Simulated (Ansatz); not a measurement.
An input meant for Cs3F3 (charge 0, triplet).

```yaml
crystal:
  periodic: [false, false, false]
  atoms:
    - {symbol: Cs, position_ang: [0.537600, 2.434649, 1.289133]}
    - {symbol: Cs, position_ang: [-2.098606, -1.629685, 0.899420]}
    - {symbol: Cs, position_ang: [2.066798, 1.435241, -0.769253]}
    - {symbol: F, position_ang: [1.766798, 1.385241, -0.769253]}
    - {symbol: F, position_ang: [-1.309339, 0.671737, 1.863846]}
    - {symbol: F, position_ang: [-0.459052, -2.057269, -1.095404]}
basis:
  gaussian: {orbitals: def2-mTZVP}
magnetization: {spin_polarized: true, initial_magnetization: 2}
hamiltonian: {xc: {name: r2SCAN50}, dispersion: d3bj}
scf: {omitted_lower_state_checks: [starts]}
output: {forces: true}
```

```sh
$ ansatz run in.yaml --threads 4 --pin off --events-out ev --progress --plain --max-ram 3916MiB
```

Output, abridged:

```
Warning: the engine holds no damping parameters fitted to this dispersion correction and functional, so the run takes those fitted to r2scan50 beside the three-body term, which d3bj leaves out (hamiltonian.dispersion, under Limitations)
Functional definition: r2SCAN50
1267 factors; integrals over basis functions are off by at most 4.2e-4 eV
mean field evaluation 1: about -7564.7809 eV, gradient 8.7e1 eV
mean field evaluation 2: about -6775.2445 eV, gradient 2.5e2 eV
mean field evaluation 4: about -7583.2820 eV, gradient 1.3e1 eV
mean field evaluation 8: about -7584.2269 eV, gradient 8.4e-1 eV
mean field evaluation 16: about -7585.2218 eV, gradient 4.3e-2 eV
mean field evaluation 32: about -7585.2221 eV, gradient 1.6e-4 eV
a density is far from that of the atoms, so the factors are made again for it
1392 factors; integrals over basis functions are off by at most 1.4e-4 eV
mean field -7585.22215422 eV, -278.7517727194 hartree, gradient 2.3e-5 eV, S^2 2.006212; 0 other end points of the search recorded, 0 dependent functions left out
reference -7585.22225765 eV, -278.7517765204 hartree; 28, 26 occupied and 116, 118 virtual orbitals, 1392 factors
Total energy: -7585.27309964 eV, -278.7536449290 hartree
Atom 0 at     0.537600     2.434649     1.289133 Å, force    -3.447358     1.192225     3.729152 eV/Å
Atom 1 at    -2.098606    -1.629685     0.899420 Å, force     0.234319    -0.268262    -0.459554 eV/Å
Atom 2 at     2.066798     1.435241    -0.769253 Å, force 16557.093274  2755.744921    -6.007139 eV/Å
Atom 3 at     1.766798     1.385241    -0.769253 Å, force -16554.478144 -2757.779916     2.498774 eV/Å
Atom 4 at    -1.309339     0.671737     1.863846 Å, force     0.643006     0.699715    -0.169267 eV/Å
Atom 5 at    -0.459052    -2.057269    -1.095404 Å, force    -0.045097     0.411318     0.408034 eV/Å
Dipole moment:     0.457561     1.563309     1.028384 e Å
Checks for a lower state left out: starts
```

In this input one atom was put on top of another. The calculation finished and met its thresholds. The result belongs to that input, not to the species as meant.

In the def2 sets Cs takes a core potential; there is no spin–orbit coupling.
